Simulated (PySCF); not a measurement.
Q: Give a PBE0-D3(BJ)/def2-SVP geometry of InChI=1S/C8H18Si/c1-2-5-8-6-3-4-7-9-8/h8H,2-7,9H2,1H3/t8-/m0/s1.

A: 
```xyz
27
C8H18Si angstrom
C      3.8535    0.1629    0.5532
C      2.4855    0.2840   -0.0986
C      1.4276   -0.5895    0.5627
C      0.0506   -0.5523   -0.0999
C     -0.9122   -1.5543    0.5551
C     -2.3040   -1.6315   -0.0709
C     -3.1440   -0.3658    0.0945
C     -2.5613    0.8522   -0.6280
Si    -0.7703    1.1590   -0.1175
H      4.5995    0.8004    0.0550
H      3.8173    0.4597    1.6139
H      4.2234   -0.8745    0.5157
H      2.5567    0.0183   -1.1685
H      2.1622    1.3399   -0.0777
H      1.3278   -0.2961    1.6245
H      1.7871   -1.6363    0.5798
H      0.1679   -0.8418   -1.1633
H     -1.0159   -1.3061    1.6287
H     -0.4473   -2.5566    0.5291
H     -2.2058   -1.8647   -1.1474
H     -2.8461   -2.4817    0.3743
H     -4.1689   -0.5604   -0.2652
H     -3.2415   -0.1439    1.1730
H     -3.1741    1.7511   -0.4502
H     -2.5741    0.6821   -1.7198
H     -0.7073    1.7433    1.2642
H     -0.1072    2.1169   -1.0586
```

Any rigid rotation of these coordinates is as good. Atoms count from 1 in this order. Of the pairs four or more bonds apart, Si9···H14 is among the closest relative to their van der Waals radii: 2.94 Å, 89 % of the sum of Bondi's values. The 6-membered ring C4–C5–C6–C7–C8–Si9 has internal angles of 105.4° to 115.4° (sum 669°, against 720° for a flat polygon); it is puckered, 0.24 Å rms from its mean plane, widest ring torsion 67°. Si9 (SiH2 silicon) is distorted tetrahedral (angles from 105.4° to 113.0°).

Bonds between heavy atoms (Å): C1–C2 1.520, C2–C3 1.523, C3–C4 1.529, C4–C5 1.536, C5–C6 1.528, C6–C7 1.528, C7–C8 1.531, C8–Si9 1.887, C4–Si9 1.898.

Method used: PySCF, PBE0-D3(BJ)/def2-SVP geometry optimisation, gas phase.

Point group: C1 (no symmetry element, even within 0.4 Å). Not checked by PBE0-D3(BJ)/def2-SVP frequencies. One conformer, not necessarily the lowest (C1–C2–C3–C4 -177°, C2–C3–C4–C5 175°, C3–C4–C5–C6 -178°, C4–C5–C6–C7 -67°, C5–C6–C7–C8 65°, C6–C7–C8–Si9 -54°).
